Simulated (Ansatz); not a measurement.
Stepwise reaction of `[InH3]` with hydrogen fluoride, as a gas-phase model of exchange steps in deposition or etching. ΔE in kJ/mol; ΔG adds harmonic PBE0-D4 terms to CCSD(T)/CBS, at 1 bar.

Gas-phase electronic energies from Ansatz, PBE0-D4/def2-TZVP geometries. CCSD(T)/CBS adds triple-zeta CCSD(T) − MP2 to the extrapolated MP2 energy (def2 sets, frozen cores). This one scheme is used for every species. DFT in def2-TZVPP. B3LYP here is the variant with VWN-RPA as its local correlation; programs differ in this. def2 core potentials past Kr. For In outer-core shells are correlated without core-valence functions, which leaves a few kJ/mol of doubt a bond.

```json
{"step": "2", "reaction": "`[F][InH2]` + H–F → `[F][InH][F]` + H₂", "PBE-D4": "-40.2", "B3LYP-D4": "-40.6", "ωB97M-V": "-37.6", "CCSD(T)/CBS": "-39.0", "ΔG(500 K)": "-38.4"}
{"step": "3", "reaction": "`[F][InH][F]` + H–F → `[F][In]([F])[F]` + H₂", "PBE-D4": "-0.7", "B3LYP-D4": "-0.3", "ωB97M-V": "2.0", "CCSD(T)/CBS": "0.4", "ΔG(500 K)": "5.4"}
```

Give the row of step 1, `[InH3]` + H–F → `[F][InH2]` + H₂. (Estimate.)

Ansatz gave: 
| step | reaction | PBE-D4 | B3LYP-D4 | ωB97M-V | CCSD(T)/CBS | ΔG(500 K) |
| --- | --- | --- | --- | --- | --- | --- |
| 1 | `[InH3]` + H–F → `[F][InH2]` + H₂ | -64.7 | -65.4 | -59.3 | -62.4 | -65.1 |

By hand: ΔE of the 3 steps together at CCSD(T)/CBS.

(-62.4) + (-39.0) + (0.4) = -101.0 kJ/mol, or -33.7 kJ/mol a step.

In ΔE each step is higher than the one before. ΔG lies between -65.1 and 5.4 kJ/mol a step. PBE-D4 differs from CCSD(T)/CBS by -2.3 to -1.1 kJ/mol a step. Isolated molecules leave out the surface, adducts and barriers. Largest T1 diagnostic: 0.018.
